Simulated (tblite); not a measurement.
Species: C₆H₉NPSi (charge -1).
Numbering: `[CH3:1][SiH2:2][P-:3][c:4]1[cH:5][cH:6][n:7][cH:8][cH:9]1` (hydrogens: H10, H11, H12 on C1; H13, H14 on Si2; H15 on C5; H16 on C6; H17 on C8; H18 on C9)

A start from a force field or distance geometry was refined with GFN2-xTB geometry optimisation, gas phase (tblite 0.8.0). Values at the start:

| coordinate | start |
| --- | --- |
| C1–Si2 | 1.889 Å |
| C1–H10 | 1.088 Å |
| Si2–P3 | 2.130 Å |
| Si2–H13 | 1.451 Å |
| P3–C4 | 1.793 Å |
| C4–C5 | 1.406 Å |
| C5–C6 | 1.368 Å |
| C5–H15 | 1.087 Å |
| C6–N7 | 1.333 Å |
| C6–H16 | 1.096 Å |
| C1–Si2–P3 | 105.7° |
| Si2–P3–C4 | 114.3° |
| P3–C4–C5 | 115.8° |
| P3–C4–C9 | 123.7° |
| C4–C5–C6 | 118.2° |
| C5–C4–C9 | 120.5° |
| C5–C6–N7 | 119.5° |
| C6–N7–C8 | 124.4° |
| C1–Si2–P3–C4 | -178° |
| Si2–P3–C4–C5 | 150° |

Problem. How do these coordinates change at the GFN2-xTB level?

Solution. 
| coordinate | GFN2-xTB (Å or °) | change |
| --- | --- | --- |
| Si2–P3 | 2.171 | +0.041 |
| Si2–H13 | 1.485 | +0.034 |
| P3–C4 | 1.763 | -0.030 |
| C1–Si2 | 1.900 | +0.011 |
| C6–H16 | 1.088 | -0.008 |
| C4–C5 | 1.413 | +0.007 |
| C5–H15 | 1.082 | -0.005 |
| C6–N7 | 1.336 | +0.003 |
| C1–H10 | 1.085 | -0.003 |
| C5–C6 | 1.370 | +0.002 |
| Si2–P3–C4 | 102.5 | -11.8 |
| C6–N7–C8 | 115.4 | -9.0 |
| C5–C4–C9 | 114.8 | -5.7 |
| C5–C6–N7 | 124.5 | +5.0 |
| P3–C4–C9 | 126.8 | +3.1 |
| C1–Si2–P3 | 108.7 | +3.0 |
| P3–C4–C5 | 118.4 | +2.6 |
| C4–C5–C6 | 120.3 | +2.1 |
| Si2–P3–C4–C5 | -179 | +31 |
| C1–Si2–P3–C4 | 178 | -4 |

The energy falls by 14.0 kcal/mol over 134 L-BFGS steps, the largest force on an atom goes from 2.30 to 0.010 eV/Å, and the atoms move by 0.556 Å rms after alignment. The bond that changes most is Si2–P3 (ends: SiH2 silicon; phosphorus bonded to C and Si), which lengthens by 0.041 Å. Bonds longer at the end by more than 0.005 Å: 8 of 18; shorter: 6. Among the dihedrals that turn most is H11–C1–Si2–H14, from 143° to -177°. Rotational constants go from 3710, 566.8, 504.9 to 3544, 596.1, 514.8 MHz.

On one thread of an Arm Neoverse V2, on a shared host, this took 1.1 s of wall time.

Its GFN2-xTB frequencies are all real (lowest 44 cm⁻¹).

One conformer stands for the species.

The numbers are calculated, not measured.
